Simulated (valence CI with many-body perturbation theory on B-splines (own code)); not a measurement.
Missing levels of Cs³²⁺

Calculated by valence CI with perturbative core correlation (CI+MBPT): five valence electrons over a frozen Dirac-Fock core [Ar], radial functions for each j: 7 s, 7 p, 8 d, 6 f, 4 g, 1 h, with the one-electron correlation potential Σ1 (screened to all orders), the two-electron term Σ2, the three-electron term Σ3, Breit, model QED; selected single and double excitations, second order for the rest (own B-spline code, finite nucleus).

No measured spectrum was set against this ion. As an estimate, large intervals hold to a few tenths of a per cent, small ones and those within an open d or f shell to about a per cent. Only levels of the ground parity were solved; by the run's estimate the other parity begins above the list, which can be wrong where configurations are misplaced.

```
                      Level  E (cm⁻¹)
      (3d3/2^4 3d5/2) J=5/2       0.0
(3d3/2^3 3d5/2^2) J=5/2 [a]     96974
(3d3/2^3 3d5/2^2) J=7/2 [a]         ?
(3d3/2^3 3d5/2^2) J=3/2 [a]    163280
   (3d3/2^3 3d5/2^2) J=11/2    166700
    (3d3/2^3 3d5/2^2) J=9/2         ?
(3d3/2^3 3d5/2^2) J=5/2 [b]    189690
    (3d3/2^3 3d5/2^2) J=1/2    199430
(3d3/2^3 3d5/2^2) J=7/2 [b]    230240
(3d3/2^2 3d5/2^3) J=5/2 [a]    246010
(3d3/2^2 3d5/2^3) J=7/2 [a]    272070
(3d3/2^3 3d5/2^2) J=3/2 [b]    277100
   (3d3/2^2 3d5/2^3) J=11/2    277340
(3d3/2^2 3d5/2^3) J=9/2 [a]    291920
(3d3/2^2 3d5/2^3) J=1/2 [a]         ?
   (3d3/2^2 3d5/2^3) J=13/2         ?
(3d3/2^2 3d5/2^3) J=3/2 [a]    304790
(3d3/2^2 3d5/2^3) J=5/2 [b]         ?
(3d3/2^2 3d5/2^3) J=9/2 [b]         ?
(3d3/2^2 3d5/2^3) J=7/2 [b]    361260
```

Levels are named by their leading jj configuration (3d3/2^4 stands for four electrons in 3d with j = 3/2), which in mixed levels can hold well under half, so a name can repeat and another be missing. Letters in brackets count levels of one name in rising energy.

Question: The levels stand in rising order. What does the calculation give for the missing energies?

Answer: (3d3/2^3 3d5/2^2) J=7/2 [a] 158070; (3d3/2^3 3d5/2^2) J=9/2 185020; (3d3/2^2 3d5/2^3) J=1/2 [a] 295220; (3d3/2^2 3d5/2^3) J=13/2 304200; (3d3/2^2 3d5/2^3) J=5/2 [b] 319960; (3d3/2^2 3d5/2^3) J=9/2 [b] 348180.
